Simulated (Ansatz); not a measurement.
Isolated molecules relaxed with PBE0-D4/def2-TZVP in Ansatz; ΔE leaves out vibrations. CCSD(T)/CBS adds triple-zeta CCSD(T) − MP2 to the extrapolated MP2 energy (def2 sets, frozen cores). This one scheme is used for every species. Elements past krypton have def2 core potentials. For I outer-core shells are correlated without core-valence functions, which leaves a few kJ/mol of doubt a bond. Each species was taken in one conformer, which may not be the lowest.

`[SiH3]C(Cl)I` + `OBF` → `FBO[SiH3]` + `ClCI`  (ligand exchange at the Si–C bond)

`[SiH3]C(Cl)I`:

```xyz
8

Si   -0.228    0.811   -0.526
C     0.145   -0.837    0.322
Cl   -1.251   -1.365    1.269
I     1.912   -0.613    1.524
H    -0.475    1.825    0.523
H     0.939    1.183   -1.363
H    -1.433    0.636   -1.378
H     0.390   -1.638   -0.371
```

`OBF`:

Cartesian coordinates in Å:
```
O 0.168 0.990 0.015
B 0.209 -0.352 -0.048
F -0.906 -1.066 0.099
H -0.716 1.339 0.169
H 1.245 -0.911 -0.235
```

`FBO[SiH3]`:

Z-matrix (Å, degrees):
```
Si
O 1 1.655
H 1 1.481 2 108.0
H 1 1.481 2 108.0 3 -119.2
H 1 1.485 2 110.1 3 120.4
B 2 1.342 1 134.0 3 -120.1
F 6 1.324 2 118.3 1 180.0
H 6 1.198 2 123.1 1 0.0
```

`ClCI`:

```xyz
5

Cl    0.306    0.821   -1.490
C    -0.117    0.140    0.070
I     0.774   -1.762    0.454
H    -1.191   -0.007    0.113
H     0.228    0.807    0.853
```

| species | CCSD(T)/def2-SVP energy (Eh) |
| --- | --- |
| `[SiH3]C(Cl)I` | -1085.55480 |
| `OBF` | -200.58858 |
| `FBO[SiH3]` | -490.74190 |
| `ClCI` | -795.43025 |

Problem. Work out ΔE.

Solution. ΔE = (-490.74190) + (-795.43025) − (-1085.55480) − (-200.58858) = -0.02877 Eh = -18.1 kcal/mol. CCSD(T)/CBS gives -20.4 kcal/mol.

Largest T1 diagnostic among the species: 0.013.

The D4 term adds +2.0 kcal/mol with B3LYP and +1.0 kcal/mol with PBE0; it sums over pairs of atoms, weighted by their polarisabilities, and B3LYP, whose exchange is more repulsive, gets the larger term. From PBE to PBE0 (25 % exact exchange), in def2-TZVPP and without D4, ΔE moves by −1.4 kcal/mol.

B3LYP here is the variant with VWN-RPA as its local correlation; programs differ in this.
